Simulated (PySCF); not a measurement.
PySCF input for Si(H)2(Cl)(Et) (C2H7ClSi), SMILES CC[SiH2]Cl, B3LYP-D3(BJ)/def2-SVP. Geometry optimised at B3LYP-D3(BJ)/def2-SVP. Other conformers were not sampled.

```python
import numpy as np
from pyscf import gto, scf, dft, df
from pyscf.hessian import thermo

mol = gto.M(
    atom='''
    Si    0.51474860    0.79148815   -0.17625092
    Cl    1.27217152   -1.05228734    0.45314256
    C    -1.23603577    0.54640183   -0.81148370
    C    -2.20508832   -0.05169230    0.21607099
    H     0.54201790    1.71019614    0.99552694
    H     1.40944052    1.31435237   -1.24462600
    H    -1.59226434    1.53310953   -1.16180916
    H    -1.17785030   -0.09240170   -1.71024081
    H    -2.30634000    0.59812698    1.10073403
    H    -3.21117844   -0.19036888   -0.21045356
    H    -1.85047694   -1.03322090    0.56743412
    ''',
    basis='def2-SVP',
    charge=0,
    spin=0,
    max_memory=1600,
    verbose=3,
)
mf = dft.RKS(mol, xc='b3lyp').density_fit(auxbasis='def2-universal-jkfit')
mf.disp = 'd3bj'
mf.grids.level = 3
mf.conv_tol = 1e-11
mf.max_cycle = 100
mf.kernel()

# [left out here: the lines that compute and print the analytic Hessian (its translational invariance restored by hand, since the grid's response is missing), thermochemistry and intensities]
```

Output:

```
converged SCF energy = -829.92891874572

WARN: DFTD3 does not support analytical Hessian, using finite difference


WARN: Mole.unit (angstrom) is changed to Bohr

Mode                                 0                   1                   2
Irrep
Freq [cm^-1]                       87.7674            152.7931            226.9682
Reduced mass [au]                   2.4755              2.1646              1.3115
Force const [Dyne/A]                0.0112              0.0298              0.0398
Char temp [K]                     126.2778            219.8352            326.5567
Normal mode                   x     y     z       x     y     z       x     y     z
       0  Si                -0.03 -0.02  0.05   -0.01 -0.05 -0.02    0.03  0.00 -0.02
       1  Cl                 0.07 -0.01 -0.03    0.07  0.00  0.03    0.01 -0.01  0.00
       2   C                 0.00 -0.07 -0.03   -0.05  0.07  0.03   -0.02  0.05  0.08
       3   C                -0.09  0.12 -0.00   -0.10  0.02 -0.05   -0.08 -0.03 -0.03
       4   H                -0.13 -0.08  0.10    0.05 -0.01 -0.06    0.23  0.07 -0.07
       5   H                -0.03  0.08  0.10   -0.07 -0.09 -0.09   -0.06 -0.11 -0.15
       6   H                 0.06 -0.12 -0.21    0.03  0.15  0.18   -0.02  0.06  0.10
       7   H                 0.05 -0.21  0.07   -0.13  0.20 -0.07    0.02  0.10  0.04
       8   H                -0.15  0.27 -0.13    0.05 -0.16  0.10   -0.49  0.12 -0.18
       9   H                -0.06  0.06 -0.06   -0.14  0.28 -0.03    0.07 -0.41 -0.25
      10   H                -0.13  0.17  0.19   -0.25 -0.12 -0.27    0.11  0.14  0.25
Mode                                 3                   4                   5
Irrep
Freq [cm^-1]                      294.0667            517.3497            559.3256
Reduced mass [au]                   2.1273              8.6139              1.4475
Force const [Dyne/A]                0.1084              1.3584              0.2668
Char temp [K]                     423.0965            744.3511            804.7450
Normal mode                   x     y     z       x     y     z       x     y     z
       0  Si                -0.06 -0.05 -0.01   -0.02  0.12 -0.02    0.07  0.02 -0.05
       1  Cl                 0.03 -0.01  0.02    0.04 -0.10  0.03   -0.01 -0.01  0.01
       2   C                -0.05  0.10 -0.08   -0.05  0.02 -0.03   -0.02 -0.04  0.00
       3   C                 0.09  0.03  0.01   -0.01 -0.00  0.00   -0.06 -0.02  0.03
       4   H                -0.21 -0.12  0.06    0.04  0.12 -0.03   -0.38 -0.22  0.15
       5   H                 0.04  0.04  0.12   -0.02  0.06 -0.05    0.25  0.40  0.30
       6   H                -0.03  0.16  0.09   -0.14 -0.05 -0.15   -0.02  0.03  0.19
       7   H                -0.16  0.19 -0.15    0.03 -0.07  0.04   -0.24  0.09 -0.10
       8   H                -0.00  0.13 -0.07    0.02 -0.04  0.03   -0.10  0.03 -0.01
       9   H                 0.10 -0.25  0.07   -0.03 -0.01  0.05   -0.04 -0.00 -0.03
      10   H                 0.31  0.15  0.13    0.03 -0.01 -0.05   -0.12 -0.02  0.10
Mode                                 6                   7                   8
Irrep
Freq [cm^-1]                      650.8755            683.9334            743.3222
Reduced mass [au]                   2.2128              1.1641              1.2851
Force const [Dyne/A]                0.5523              0.3208              0.4183
Char temp [K]                     936.4649            984.0279           1069.4752
Normal mode                   x     y     z       x     y     z       x     y     z
       0  Si                 0.07 -0.02  0.04    0.01  0.02  0.04   -0.03 -0.01 -0.03
       1  Cl                -0.00  0.02 -0.01    0.00 -0.01 -0.02    0.01 -0.00 -0.00
       2   C                -0.13  0.05 -0.09   -0.01 -0.06 -0.04    0.04  0.07  0.08
       3   C                -0.05 -0.02  0.02   -0.01 -0.01  0.01    0.01  0.01  0.02
       4   H                 0.18 -0.04  0.05   -0.23  0.49 -0.32   -0.38  0.11 -0.11
       5   H                 0.26 -0.18  0.12    0.26 -0.41  0.04    0.40 -0.22  0.24
       6   H                -0.26 -0.08 -0.30    0.04  0.07  0.26    0.00 -0.06 -0.23
       7   H                -0.04 -0.15  0.06   -0.18  0.16 -0.20    0.10 -0.20  0.27
       8   H                 0.02 -0.08  0.07    0.04  0.11 -0.07   -0.19 -0.18  0.13
       9   H                -0.09 -0.11  0.15   -0.03  0.02  0.04    0.10 -0.01 -0.19
      10   H                 0.10  0.00 -0.08   -0.08  0.01  0.12    0.04 -0.04 -0.16
Mode                                 9                  10                  11
Irrep
Freq [cm^-1]                      868.0438            957.5357            977.7500
Reduced mass [au]                   1.1386              1.0603              1.3488
Force const [Dyne/A]                0.5055              0.5728              0.7597
Char temp [K]                    1248.9217           1377.6807           1406.7645
[...]
       4   H                -0.05  0.00  0.01    0.01 -0.01  0.00    0.00 -0.01  0.01
       5   H                 0.03  0.00  0.00    0.02 -0.00  0.01   -0.01  0.00 -0.01
       6   H                 0.32  0.14  0.06    0.02  0.06  0.15   -0.05  0.23  0.61
       7   H                 0.58  0.12 -0.09    0.06 -0.13  0.09    0.13 -0.54  0.36
       8   H                -0.17  0.00  0.04   -0.32 -0.34  0.18    0.07  0.10 -0.06
       9   H                 0.16  0.07 -0.22   -0.13 -0.18  0.44   -0.01  0.03 -0.06
      10   H                -0.08 -0.08 -0.12   -0.43 -0.02  0.29    0.12  0.00 -0.09
Mode                                18                  19                  20
Irrep
Freq [cm^-1]                     1476.6000           1480.0291           2230.5658
Reduced mass [au]                   1.0393              1.0400              1.0327
Force const [Dyne/A]                1.3351              1.3423              3.0273
Char temp [K]                    2124.4986           2129.4323           3209.2876
Normal mode                   x     y     z       x     y     z       x     y     z
       0  Si                 0.00  0.00  0.00    0.00 -0.00  0.00    0.01  0.02  0.02
       1  Cl                 0.00 -0.00 -0.00   -0.00  0.00 -0.00   -0.00  0.00 -0.00
       2   C                -0.02  0.01 -0.01   -0.01 -0.01 -0.01   -0.00 -0.00  0.00
       3   C                -0.03  0.03 -0.01   -0.02 -0.03 -0.03    0.00 -0.00  0.00
       4   H                 0.00  0.00  0.00   -0.00  0.00 -0.00   -0.02 -0.55 -0.72
       5   H                -0.00 -0.00 -0.00   -0.00  0.01 -0.00   -0.23 -0.13  0.29
       6   H                 0.05  0.04 -0.01   -0.00  0.00  0.03    0.00  0.01 -0.00
       7   H                 0.01 -0.03  0.03    0.06  0.01 -0.03    0.01  0.00  0.00
       8   H                 0.59 -0.23  0.24   -0.10 -0.36  0.22    0.00  0.00  0.00
       9   H                 0.20 -0.35 -0.40   -0.05  0.53 -0.11    0.00  0.00 -0.00
      10   H                -0.23  0.07  0.35    0.43  0.31  0.44   -0.00 -0.00  0.00
Mode                                21                  22                  23
Irrep
Freq [cm^-1]                     2237.0322           3019.6989           3028.3838
Reduced mass [au]                   1.0498              1.0620              1.0364
Force const [Dyne/A]                3.0952              5.7054              5.6003
Char temp [K]                    3218.5913           4344.6744           4357.1700
Normal mode                   x     y     z       x     y     z       x     y     z
       0  Si                 0.02  0.00 -0.03    0.00  0.00 -0.00    0.00 -0.00  0.00
       1  Cl                -0.00  0.00 -0.00    0.00 -0.00  0.00   -0.00  0.00 -0.00
       2   C                 0.00  0.00 -0.00   -0.02  0.03 -0.06   -0.00  0.00 -0.00
       3   C                 0.00 -0.00  0.00    0.01 -0.00  0.00   -0.03 -0.01  0.03
       4   H                 0.02  0.24  0.30   -0.00 -0.00  0.00   -0.00 -0.00 -0.00
       5   H                -0.55 -0.31  0.64   -0.01 -0.00  0.00   -0.00 -0.00 -0.00
       6   H                 0.00  0.00 -0.00    0.26 -0.72  0.24    0.01 -0.03  0.01
       7   H                -0.00 -0.00 -0.01   -0.03  0.32  0.42   -0.00  0.03  0.04
       8   H                -0.00 -0.00  0.00    0.00  0.01  0.01    0.05 -0.37 -0.49
       9   H                 0.00  0.00 -0.00   -0.07 -0.01 -0.03    0.51  0.07  0.23
      10   H                -0.00 -0.00  0.00   -0.00  0.01 -0.00   -0.17  0.46 -0.16
Mode                                24                  25                  26
Irrep
Freq [cm^-1]                     3069.8951           3105.6520           3115.9428
Reduced mass [au]                   1.1009              1.1039              1.1038
Force const [Dyne/A]                6.1129              6.2733              6.3144
Char temp [K]                    4416.8956           4468.3418           4483.1479
Normal mode                   x     y     z       x     y     z       x     y     z
       0  Si                -0.00  0.00  0.00   -0.00  0.00  0.00   -0.00 -0.00  0.00
       1  Cl                 0.00 -0.00  0.00    0.00 -0.00 -0.00    0.00  0.00 -0.00
       2   C                -0.02  0.07  0.04   -0.00  0.01  0.01    0.00 -0.01 -0.00
       3   C                -0.00 -0.02 -0.01    0.04  0.04  0.06    0.05 -0.07  0.01
       4   H                -0.00 -0.00 -0.00   -0.00 -0.00 -0.00    0.00  0.00  0.00
       5   H                 0.00 -0.00 -0.00    0.00 -0.00 -0.00   -0.00  0.00  0.00
       6   H                 0.17 -0.45  0.17    0.02 -0.04  0.02   -0.04  0.10 -0.04
       7   H                 0.03 -0.45 -0.63    0.01 -0.09 -0.13   -0.01  0.05  0.07
       8   H                -0.01  0.09  0.12    0.06 -0.39 -0.52   -0.02  0.18  0.26
       9   H                 0.07  0.00  0.03   -0.61 -0.07 -0.26   -0.34 -0.06 -0.15
      10   H                -0.05  0.12 -0.04    0.02 -0.02  0.02   -0.26  0.71 -0.25
temperature 298.1500 [K]
pressure 101325.00 [Pa]
Rotational constants [GHz] 6.94922 2.54537 2.03650
Symmetry number 1
Zero-point energy (ZPE) 0.08398 [Eh]   220483.665 [J/mol]
                           tot       elec      trans        rot        vib
Entropy [J/mol/K]       328.911      0.000    165.489    111.262     52.160
Cv [J/mol/K]             87.745      0.000     12.472     12.472     62.801
Cp [J/mol/K]             96.059      0.000     20.786     12.472     62.801
Internal energy [J/mol]                      3718.434   3718.434 229289.520
Internal energy [Eh]   -829.83875  -829.92892
Enthalpy [J/mol]                             6197.391   3718.434 229289.520
Enthalpy [Eh]          -829.83781
Gibbs free energy [J/mol]                  -43143.290 -29454.360 213738.112
Gibbs free energy [Eh] -829.87516
static polarisability / bohr^3: [[58.451 -1.265  0.678]
 [-1.271 54.846 -3.086]
 [ 0.678 -3.082 49.146]]
largest difference of analytic and finite-field dipole derivatives / e: 0.0007911455844253901
mode   freq/cm-1   IR/(km/mol)   Raman/(A^4/amu)   depolarisation
   1       87.77         0.427             0.529            0.749
   2      152.79         1.515             1.357            0.737
   3      226.97         0.097             0.182            0.292
   4      294.07         1.942             1.087            0.745
   5      517.35        49.051             8.298            0.142
   6      559.33        25.457             5.102            0.420
   7      650.88        10.174            11.934            0.464
   8      683.93        15.981            11.025            0.694
   9      743.32        21.207             8.339            0.598
  10      868.04       209.968             7.795            0.626
  11      957.54       100.518            16.606            0.741
  12      977.75        23.944             4.886            0.681
  13      993.12        50.900             4.145            0.683
  14     1050.21        13.377             5.256            0.586
  15     1247.22         3.443             3.333            0.727
  16     1262.96         0.821             2.502            0.183
  17     1398.39         1.053             3.105            0.750
  18     1426.56         4.493            12.577            0.750
  19     1476.60         5.018            16.122            0.736
  20     1480.03         6.378            14.289            0.750
  21     2230.57       101.130           166.359            0.089
  22     2237.03       131.986           110.068            0.484
  23     3019.70        13.061           112.859            0.150
  24     3028.38        26.164           141.793            0.016
  25     3069.90         4.304           104.750            0.741
  26     3105.65        23.007            84.241            0.647
  27     3115.94        16.872            43.840            0.719
max |gradient| / (hartree/bohr): 4.065712319959174e-05
APT charges: [ 1.3469 -0.5211 -0.2503  0.0749 -0.2838 -0.2892 -0.022  -0.0141 -0.0142
 -0.0328  0.0057]
```

The calculation finished and met its thresholds.

Cost: about 5 core-minutes (a rough figure).
